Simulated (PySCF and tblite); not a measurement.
The numbers below are computed, except where a source is named.
4 diastereomers of C₄H₁₄Cl₂O₂Si₄, numbered alike:

| isomer | SMILES | descriptors (one enantiomer) |
| --- | --- | --- |
| A | [CH2:1]=[CH:2][Si@@H:3]([Si@H:4]([OH:5])[Cl:6])[Si@@H:7]([O:8][CH3:9])[Si@H:10]([CH3:11])[Cl:12] | 3R, 4S, 7R, 10S |
| B | [CH2:1]=[CH:2][Si@H:3]([Si@@H:4]([OH:5])[Cl:6])[Si@H:7]([O:8][CH3:9])[Si@H:10]([CH3:11])[Cl:12] | 3S, 4R, 7S, 10S |
| C | [CH2:1]=[CH:2][Si@H:3]([Si@H:4]([OH:5])[Cl:6])[Si@@H:7]([O:8][CH3:9])[Si@H:10]([CH3:11])[Cl:12] | 3S, 4S, 7R, 10S |
| D | [CH2:1]=[CH:2][Si@H:3]([Si@H:4]([OH:5])[Cl:6])[Si@H:7]([O:8][CH3:9])[Si@H:10]([CH3:11])[Cl:12] | 3S, 4S, 7S, 10S |

Each isomer is a Boltzmann average at 298.15 K over at most 4 conformers: GFN2-xTB geometries, energies PBE0/6-31G* (D3(BJ) added where defined), GIAO shieldings PBE0/6-31G*, GFN2-xTB thermal terms. Programs: PySCF with density fitting and tblite.

Q: What shifts does each isomer give (ppm; of two unlike H on one atom, a is the less shielded)?

A: 
A: ¹H (against TMS): 6.33 (H2, 1H), 6.28 (H1a, 1H), 6.26 (H1b, 1H), 3.52 (H9, 3H), 0.61 (H11, 3H). ¹³C (against TMS): 132.5 (C1), 121.9 (C2), 53.0 (C9), 4.0 (C11). ²⁹Si (against TMS): 19.7 (Si4), 19.0 (Si7), 13.4 (Si10), -48.2 (Si3).

B: ¹H (against TMS): 6.32 (H1a, 1H), 6.27 (H2, 1H), 6.25 (H1b, 1H), 3.52 (H9, 3H), 0.60 (H11, 3H). ¹³C (against TMS): 132.3 (C1), 122.4 (C2), 52.7 (C9), 3.7 (C11). ²⁹Si (against TMS): 22.7 (Si4), 14.4 (Si10), 13.5 (Si7), -48.9 (Si3).

C: ¹H (against TMS): 6.39 (H2, 1H), 6.36 (H1a, 1H), 6.34 (H1b, 1H), 3.54 (H9, 3H), 0.63 (H11, 3H). ¹³C (against TMS): 132.1 (C1), 122.4 (C2), 52.4 (C9), 3.7 (C11). ²⁹Si (against TMS): 18.9 (Si7), 18.1 (Si4), 16.5 (Si10), -53.9 (Si3).

D: ¹H (against TMS): 6.24 (H1a, 1H), 6.20 (H1b, 1H), 6.03 (H2, 1H), 3.54 (H9, 3H), 0.88 (H11, 3H). ¹³C (against TMS): 132.7 (C1), 120.1 (C2), 52.7 (C9), 4.0 (C11). ²⁹Si (against TMS): 18.5 (Si4), 17.5 (Si10), 11.9 (Si7), -59.1 (Si3). H not on carbon is left out.

The conformer set may be incomplete (the search or the number kept was capped). One geometry stopped short of the force threshold. H on N, O and S are left out: they exchange, and hydrogen bonds move them by several ppm. Unscaled ²⁹Si shifts at such levels can be off by tens of ppm; differences between conformers or isomers are more reliable. Shifts are unscaled: against experiment ¹³C can be off by 15 ppm or more and ¹H by 0.8 ppm.
